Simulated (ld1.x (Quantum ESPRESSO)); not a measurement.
**W (Z = 74): variants of one TM potential**

Base potential:

- Element: tungsten (W)
- Generator: ld1.x (Quantum ESPRESSO) 7.5
- Type: norm-conserving Troullier–Martins (Kleinman–Bylander form)
- Functional: PBEsol
- Relativity: scalar-relativistic
- Frozen core: [Kr] 4d10 4f14 5s2
- Valence charge: 12
- Reference configuration: 5p6 5d4 6s2 6p0
- Partial waves: 6s (bound): rc 2.50 bohr; 5d (bound): rc 1.50 bohr; 5f channel at 0.25 Ry: rc 1.90 bohr; 5p (bound): rc 1.45 bohr
- Local potential: the p channel
- Core correction: a·sin(br)/r model core inside 1.00 bohr

Cutoffs, loose and tight: the cutoffs (Ry, on a coarse ladder) from which the occupation-weighted sum of valence levels, in a spherical-Bessel basis at the reference potential, stays within 10 and 1 mRy of its value at 400 Ry. They do not see the model core or the augmentation charge, which bear on the density cutoff. Test errors are all-electron minus pseudo excitation energies from the reference, over the configurations 5p6 5d4 6s1 6p0; 5p6 5d4 6s0 6p0; 5p6 5d3 6s0 6p0; 5p6 5d4 6s0 6p1; 5p6 5d2 6s0 6p0; 5p6 5d4 6s0 6p2; 5p6 5d3 6s2 6p0. A dash means not determined; rows that change the core or the reference have their own tests. The largest error is taken over the tests solved by every variant that gives reliable tests at all: 5p6 5d2 6s0 6p0; 5p6 5d3 6s0 6p0; 5p6 5d4 6s0 6p0; 5p6 5d4 6s0 6p1; 5p6 5d4 6s0 6p2; 5p6 5d4 6s1 6p0.

A true bound ghost makes a file unfit for plane-wave use even where its test errors are small: the radial tests pick states by their node count and pass the ghost by. Where a test does run into it, the solver fails or the error is huge.

```tsv
change	outcome	cutoff, loose	cutoff, tight	bound ghosts	largest test error (meV)
base	generated	80 Ry	110 Ry	s	+45
all radii but the core radius scaled by about 0.75 (s 1.86, p 1.08, d 1.12, f 1.42 bohr)	generated	120 Ry	200 Ry	f, s	-117
all radii but the core radius scaled by about 0.82 (s 2.04, p 1.18, d 1.22, f 1.56 bohr)	generated	110 Ry	180 Ry	f, s	-70
all radii but the core radius scaled by about 1.21 (s 3.02, p 1.74, d 1.80, f 2.30 bohr)	generated	45 Ry	70 Ry	s	+181
all radii but the core radius scaled by about 1.30 (s 3.24, p 1.88, d 1.94, f 2.46 bohr)	generated	35 Ry	45 Ry	s	+268
all radii but the core radius scaled by about 1.37 (s 3.42, p 1.98, d 2.06, f 2.60 bohr)	generated	35 Ry	45 Ry	s	+329
```

Task: What comes out with this change to the base: all radii but the core radius scaled by about 1.15 (s 2.88, p 1.66, d 1.72, f 2.18 bohr)?

Result: outcome: generated; cutoff, loose: 45 Ry; cutoff, tight: 80 Ry; bound ghosts: s; largest test error (meV): +131.

Task: What comes out with this change to the base: all radii but the core radius scaled by about 1.09 (s 2.72, p 1.58, d 1.64, f 2.06 bohr)?

Result: outcome: generated; cutoff, loose: 50 Ry; cutoff, tight: 90 Ry; bound ghosts: s; largest test error (meV): +90.

Task: What comes out with this change to the base: all radii but the core radius scaled by about 0.92 (s 2.30, p 1.34, d 1.38, f 1.76 bohr)?

Result: outcome: generated; cutoff, loose: 100 Ry; cutoff, tight: 120 Ry; bound ghosts: f, s; largest test error (meV): -36.

Reading the sweep of the scale of all radii but the core radius (base = 1) (base included, trends over the rows without a ghost): Bound ghosts are found at 0.75, 0.82, 0.92, 1, 1.09, 1.15, 1.21, 1.3, 1.37. Every judged row has one, so this setting neither creates nor removes them.
